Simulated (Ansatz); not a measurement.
GeCl2O2H2⁺, that is Ge(OH)2Cl2 with one electron fewer. The state is a doublet with charge 1. Geometry PBE0-D4/def2-SVP, that of the neutral singlet.

```xyz
7

Ge    0.064    0.078   -0.066
O     0.428   -0.482    1.544
H     0.976    0.137    2.041
O    -1.417   -0.725   -0.514
H    -1.526   -0.807   -1.469
Cl    1.609   -0.411   -1.466
Cl   -0.134    2.210   -0.069
```

At PBE-D4/def2-TZVP the gap within one spin of the charge 1 doublet nearly closes, so an electron or hole may be smeared out by delocalisation error.

Q: Estimate the α-spin orbital energies around the gap (eV) in Ansatz with PBE-D4/def2-TZVP, r2SCAN-D4/def2-TZVP, PBE0-D4/def2-TZVP.

A: 
```csv
orbital,PBE-D4/def2-TZVP,r2SCAN-D4/def2-TZVP,PBE0-D4/def2-TZVP
HOMO−5,-14.77,-15.26,-16.46
HOMO−4,-14.57,-15.04,-16.32
HOMO−3,-14.51,-14.98,-16.16
HOMO−2,-14.26,-14.76,-15.89
HOMO−1,-14.15,-14.58,-15.81
HOMO,-14.03,-14.48,-15.70
LUMO,-8.11,-7.85,-7.12
LUMO+1,-5.63,-5.25,-4.68
LUMO+2,-5.39,-4.91,-4.35
LUMO+3,-5.11,-4.71,-4.05
LUMO+4,-3.96,-3.30,-2.97
LUMO+5,-3.51,-2.69,-2.43
β HOMO,-13.69,-13.99,-14.99
β LUMO,-13.64,-13.88,-13.52
```
